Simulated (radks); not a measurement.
The numbers below are computed, except where a source is named.
Radial electron density D(r) = 4 pi r^2 rho(r) of an atom or ion with 61 electrons. Code: a radial shooting solver on a logarithmic mesh with Libxc functionals. Model: Dirac Kohn-Sham, BLYP, spin-unpolarised, spherical densities, point nucleus.

```
   r/bohr * D(r) (the largest magnitude, 109, reaches the edge; | marks zero)
 0.001503 |   *
 0.001749 |    *
 0.002036 |     *
 0.002371 |      *
  0.00276 |        *
 0.003213 |          *
  0.00374 |             *
 0.004354 |                *
  0.00511 |                   *
 0.005949 |                       *
 0.006925 |                           *
 0.008062 |                               *
 0.009386 |                                   *
  0.01093 |                                      *
  0.01272 |                                        *
  0.01481 |                                          *
  0.01738 |                                         *
  0.02023 |                                        *
  0.02355 |                                      *
  0.02742 |                                     *
  0.03192 |                                     *
  0.03716 |                                      *
  0.04326 |                                          *
  0.05036 |                                               *
   0.0591 |                                                    *
   0.0688 |                                                      *
  0.08009 |                                                     *
  0.09324 |                                                *
   0.1085 |                                           *
   0.1264 |                                        *
   0.1471 |                                          *
   0.1713 |                                             *
    0.201 |                                               *
    0.234 |                                           *
   0.2724 |                                  *
   0.3171 |                        *
   0.3691 |                   *
   0.4297 |                   *
   0.5003 |                     *
   0.5824 |                     *
   0.6835 |                  *
   0.7957 |            *
   0.9263 |        *
    1.078 |      *
    1.255 |     *
    1.461 |    *
    1.701 |  *
    1.981 | *
    2.324 |*
    2.706 |*
     3.15 *
    3.667 *
    4.269 *
     4.97 *
    5.786 *
    6.736 *
    7.904 *
    9.202 *
    10.71 *
```

What is the nuclear charge?

Answer. Z = 62. The innermost maximum, from 1s, lies near gamma/Z bohr with gamma = sqrt(1 - (Z/c)^2) = 0.892, here 0.0144 bohr (found: 0.0159), and its height grows with Z. The density is that of the samarium ion Sm+ in [Xe] 4f6 6s1; the configuration itself is not fixed sharply by these data, and Z only to a few units. D(r) has 4 maxima, at r = 0.0159, 0.0699, 0.196, 0.542 bohr, and minima at 0.0307, 0.129, 0.390 bohr, inside which lie 2.02, 11.22, 29.23 electrons.
